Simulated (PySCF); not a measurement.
Job file and geometry (Å, from GFN2-xTB) of an NMR shielding run on SMILES CNBPBC1CC1, C$_{4}$H$_{12}$B$_{2}$NP, PySCF 2.14.0, density-fitted response routines, GIAO PBE0/pcSseg-1 NMR shielding, non-relativistic, gas phase; density fitting, a coarse starting grid and PySCF grid level 2 are the driver's defaults:

```
$ OMP_NUM_THREADS=1 python probes_run.py task.json out

{"job": {"kind": "nmr", "xc": "PBE0", "basis": "pcSseg-1"}, "charge": 0, "multiplicity": 1}
C      3.941072    -0.276835    -0.591481
N      2.620139     0.186100    -0.236236
B      1.734419    -0.391063     0.651677
P      0.094701     0.450413     1.011648
B     -0.761918     0.810767    -0.569938
C     -2.264953     0.509595    -0.819857
C     -2.897276    -0.786878    -0.345829
C     -3.261653     0.483770     0.323556
H      4.151723    -1.201396    -0.058825
H      4.011513    -0.465181    -1.666394
H      4.699083     0.463766    -0.321175
H      2.372800     1.039553    -0.718750
H      2.035576    -1.369450     1.221737
H     -0.644135    -0.533627     1.632565
H     -0.149395     1.391895    -1.391655
H     -2.682206     0.873811    -1.754587
H     -3.619024    -1.261351    -0.994874
H     -2.265888    -1.485416     0.185318
H     -4.240667     0.904048     0.146596
H     -2.879061     0.668155     1.317106
```

Q: What does the program print?

A: 
```
coarse grid: 16648 points
cycle   1  E = -604.8645912399  dE =  9.176e-01  |g| = 4.031e-01  |ddm| = 3.832e+00
cycle   2  E = -604.8616105734  dE =  2.981e-03  |g| = 4.416e-01  |ddm| = 8.296e-01
cycle   3  E = -604.9110425489  dE = -4.943e-02  |g| = 7.480e-02  |ddm| = 4.490e-01
cycle   4  E = -604.9122648594  dE = -1.222e-03  |g| = 2.908e-02  |ddm| = 9.203e-02
cycle   5  E = -604.9124594278  dE = -1.946e-04  |g| = 7.617e-03  |ddm| = 2.793e-02
cycle   6  E = -604.9124714346  dE = -1.201e-05  |g| = 2.508e-03  |ddm| = 8.326e-03
cycle   7  E = -604.9124729880  dE = -1.553e-06  |g| = 3.697e-04  |ddm| = 2.943e-03
final grid: 154632 points
cycle   8  E = -604.9560643502  dE = -6.838e-05  |g| = 9.828e-03  |ddm| = 4.362e-02
cycle   9  E = -604.9560494084  dE =  1.494e-05  |g| = 1.263e-02  |ddm| = 1.857e-02
cycle  10  E = -604.9560893188  dE = -3.991e-05  |g| = 1.410e-03  |ddm| = 1.090e-02
cycle  11  E = -604.9560897838  dE = -4.650e-07  |g| = 3.561e-04  |ddm| = 1.331e-03
cycle  12  E = -604.9560898095  dE = -2.571e-08  |g| = 9.965e-05  |ddm| = 3.467e-04
cycle  13  E = -604.9560898120  dE = -2.514e-09  |g| = 2.842e-05  |ddm| = 1.399e-04
cycle  14  E = -604.9560898123  dE = -2.258e-10  |g| = 5.695e-06  |ddm| = 4.133e-05
converged SCF energy = -604.9560898123

GIAO shielding tensors (ppm)
atom      isotropic    diamagn.    paramagn.     s11        s22        s33       span
  0 C      146.717     238.771     -92.054    126.466    127.632    186.053     59.587
  1 N      136.791     326.287    -189.496     24.805    169.313    216.255    191.450
  2 B       62.386     200.710    -138.324     20.954     53.449    112.755     91.801
  3 P      462.032     974.284    -512.252    317.596    505.227    563.275    245.679
  4 B       19.259     196.541    -177.282    -57.579     -9.894    125.250    182.829
  5 C      174.119     250.584     -76.465    117.153    186.887    218.317    101.165
  6 C      169.863     252.398     -82.535    138.531    171.182    199.875     61.344
  7 C      171.440     256.234     -84.794    142.751    171.824    199.746     56.995
  8 H       28.539      26.475       2.063     25.225     27.445     32.946      7.721
  9 H       28.522      26.630       1.892     23.869     26.816     34.881     11.012
 10 H       28.478      24.493       3.984     23.825     26.508     35.100     11.276
 11 H       27.206      36.891      -9.685     19.743     30.322     31.553     11.809
 12 H       26.404      32.643      -6.239     24.302     25.288     29.621      5.319
 13 H       29.109      35.219      -6.111     23.749     30.447     33.131      9.381
 14 H       23.564      33.408      -9.844     18.147     25.215     27.330      9.184
 15 H       30.600      31.797      -1.197     23.601     27.616     40.584     16.983
 16 H       30.602      30.039       0.563     24.712     26.482     40.611     15.899
 17 H       31.037      33.473      -2.436     24.796     29.616     38.700     13.904
 18 H       30.618      29.836       0.782     24.729     26.412     40.715     15.986
 19 H       31.117      32.822      -1.705     24.491     30.220     38.640     14.149
```

Size and cost of the density-fitted run: 203 basis functions, 66 s wall time on 1 thread of an Arm Neoverse N1, shared host; peak memory 0.9 GiB.
